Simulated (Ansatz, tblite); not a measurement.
Removing and adding an electron: Sn10H15⁺, a cluster with a defect cut from the lattice of tin (one cap removed). Charge 1, multiplicity 1. Geometry: PBE-D4/def2-SVP. Ansatz, gas phase; energy differences of separate SCF runs; the oxidised species was run as a doublet alone; the reduced species was run as a doublet alone.

```xyz
25

Sn    2.1845    1.6007    2.0775
Sn   -0.7085    2.8519   -1.2707
Sn    2.4556   -0.5763   -1.9799
Sn    0.7460   -2.9226    1.6017
Sn   -2.1372   -1.6275   -1.7400
Sn   -2.4591    0.5415    2.3048
Sn    1.8908    1.8951   -0.7477
Sn    0.2015   -0.3355    2.5663
Sn   -2.5791    0.8783   -0.5275
Sn    0.5033   -2.4553   -1.2045
H     1.8006    3.0358    2.9574
H     3.7201    0.9702    2.5519
H    -0.9992    4.3206   -0.4083
H    -0.8538    3.1126   -2.9732
H     4.0365   -1.1268   -1.5534
H     2.3304   -0.3552   -3.6897
H     2.3373   -3.3841    2.0876
H    -0.4370   -4.0178    2.2195
H    -2.3009   -1.4276   -3.4489
H    -3.2682   -2.7955   -1.1554
H    -2.6565    2.0172    3.1789
H    -3.5209   -0.6834    2.8987
H     3.0977    3.0890   -1.1184
H    -4.2120    1.4245   -0.7628
H     0.8279   -4.0298   -1.8641
```

In the def2 sets Sn takes a core potential; there is no spin–orbit coupling. The xTB rows come from tblite. Single mean-field runs in def2-TZVP are fitted with def2-universal-jkfit.

| level | −HOMO (eV) | vertical IE (eV) | −LUMO (eV) | vertical EA (eV) | HOMO–LUMO gap (eV) | IE − EA (eV) |
| --- | --- | --- | --- | --- | --- | --- |
| GFN1-xTB | 13.80 | 15.44 | 12.40 | 10.70 | 1.39 | 4.74 |
| GFN2-xTB | 13.77 | 15.32 | 12.50 | 11.03 | 1.27 | 4.30 |
| PBE-D4/def2-TZVP | 9.21 | – | 7.56 | 5.93 | 1.65 | – |
| PBE0-D4/def2-TZVP | 10.03 | 11.18 | 7.07 | 6.08 | 2.95 | 5.10 |
| CAM-B3LYP-D4/def2-TZVP | 11.01 | 11.34 | 6.26 | 6.13 | 4.76 | 5.21 |

Relaxing the oxidised species (PBE-D4/def2-SVP) changes its energy by -0.91 eV at PBE0-D4/def2-TZVP, so the adiabatic ionisation energy to this nearest minimum is 10.27 eV. On the way Sn1–H23 forms and Sn7–Sn8 forms.  Relaxing the reduced species (PBE-D4/def2-SVP) changes its energy by -0.37 eV at PBE-D4/def2-TZVP, so the adiabatic electron affinity to this nearest minimum is 6.30 eV. At PBE0-D4/def2-TZVP it is 6.40 eV.  Run but left out: PBE-D4/def2-TZVP (charge +2 doublet: an occupied level 0.06 eV above an empty one).   Raw xTB energy differences between charge states are shifted by several eV; the methods need an empirical correction for them.
